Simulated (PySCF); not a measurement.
Isomers of C8H5FO2, mass 152.027 u with the commonest isotopes. Method used: PBE0/pcSseg-1 in PySCF (dipole) on a GFN2-xTB geometry, gas phase. One conformer each, none proved a minimum here; rigid rotors.

**Question.** Order these by radius of gyration √(Σ m r²/M), largest first.
A. `[O:1]=[CH:2][c:3]1[cH:4][cH:5][c:6]([C:7](=[O:8])[F:9])[cH:10][cH:11]1` with O1–C2–C3–C4 0°, C5–C6–C7–O8 180°
B. `[O:1]=[C:2]([OH:3])[c:4]1[c:5]([F:6])[cH:7][cH:8][c:9]2[c:10]1[CH2:11]2` with O1–C2–O3–H 0°, O1–C2–C4–C5 180°
C. `[O:1]=[CH:2][c:3]1[cH:4][cH:5][cH:6][c:7]([C:8](=[O:9])[F:10])[cH:11]1` with O1–C2–C3–C4 180°, C6–C7–C8–O9 0°

**Answer.** A (2.600 Å), C (2.440 Å), B (2.222 Å).

**Question.** Order these by rotational constant C, largest first.
A. `[O:1]=[CH:2][c:3]1[cH:4][cH:5][c:6]([C:7](=[O:8])[F:9])[cH:10][cH:11]1` with O1–C2–C3–C4 0°, C5–C6–C7–O8 180°
B. `[O:1]=[C:2]([OH:3])[c:4]1[c:5]([F:6])[cH:7][cH:8][c:9]2[c:10]1[CH2:11]2` with O1–C2–O3–H 0°, O1–C2–C4–C5 180°
C. `[O:1]=[CH:2][c:3]1[cH:4][cH:5][cH:6][c:7]([C:8](=[O:9])[F:10])[cH:11]1` with O1–C2–C3–C4 180°, C6–C7–C8–O9 0°

**Answer.** B (674.9 MHz), C (558.6 MHz), A (491.9 MHz).

**Question.** Order these by rotational constant A, largest first.
A. `[O:1]=[C:2]([OH:3])[c:4]1[c:5]([F:6])[cH:7][cH:8][c:9]2[c:10]1[CH2:11]2` with O1–C2–O3–H 0°, O1–C2–C4–C5 180°
B. `[O:1]=[CH:2][c:3]1[cH:4][cH:5][cH:6][c:7]([C:8](=[O:9])[F:10])[cH:11]1` with O1–C2–C3–C4 180°, C6–C7–C8–O9 0°
C. `[O:1]=[CH:2][c:3]1[cH:4][cH:5][c:6]([C:7](=[O:8])[F:9])[cH:10][cH:11]1` with O1–C2–C3–C4 0°, C5–C6–C7–O8 180°

**Answer.** C (3526 MHz), B (1872 MHz), A (1715 MHz).

```tsv
SMILES	point group	Ia (u·Å²)	Ib (u·Å²)	Ic (u·Å²)	κ	μa (D)	μb (D)	μc (D)
O=Cc1cccc(C(=O)F)c1	Cs	269.98	634.79	904.78	-0.64	2.31	4.17	0.00
O=C(O)c1c(F)ccc2c1C2	Cs	294.76	457.39	748.82	-0.17	1.77	0.60	0.00
O=Cc1ccc(C(=O)F)cc1	Cs	143.34	884.10	1027.44	-0.95	1.22	1.28	0.01
```
